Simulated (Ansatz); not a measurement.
C3H6BBr, SMILES `CC1CB1Br` at its PBE0-D4/def2-TZVP geometry, where that method's forces vanish. The species carries charge 0 and has multiplicity 1.

```tsv
atom	x (Å)	y (Å)	z (Å)
C1	-0.067	-1.387	0.309
C2	-0.492	-0.045	-0.234
C3	0.591	0.963	-0.732
B4	-0.242	1.259	0.497
Br5	-0.597	2.371	1.964
H6	0.809	-1.294	0.956
H7	0.191	-2.079	-0.499
H8	-0.863	-1.841	0.903
H9	-1.369	-0.083	-0.879
H10	0.406	1.466	-1.677
H11	1.632	0.671	-0.607
```

Problem. For each bond, give half the difference of the two atoms' forces along it (eV/Å; positive pushes the atoms apart) under PBE-D4, r2SCAN-D4, B3LYP-D4, ωB97M-V in def2-TZVPP. (An estimate is asked.)

Solution. Ansatz gave: 
```tsv
bond	length (Å)	PBE-D4	r2SCAN-D4	B3LYP-D4	ωB97M-V
C1–C2	1.509	-0.03	0.09	0.16	0.19
C1–H6	1.093	0.12	-0.03	-0.06	-0.07
C1–H7	1.094	0.11	-0.03	-0.06	-0.10
C1–H8	1.093	0.10	-0.03	-0.07	-0.08
C2–C3	1.561	0.14	0.17	0.19	0.14
C2–B4	1.516	0.08	-0.03	-0.08	0.00
C2–H9	1.089	0.09	-0.07	-0.13	-0.15
C3–B4	1.514	0.08	0.01	0.00	0.08
C3–H10	1.086	0.08	-0.05	-0.10	-0.10
C3–H11	1.088	0.09	-0.05	-0.09	-0.10
B4–Br5	1.875	0.05	0.10	0.20	0.04
```

B3LYP here is the variant with VWN-RPA as its local correlation; programs differ in this.
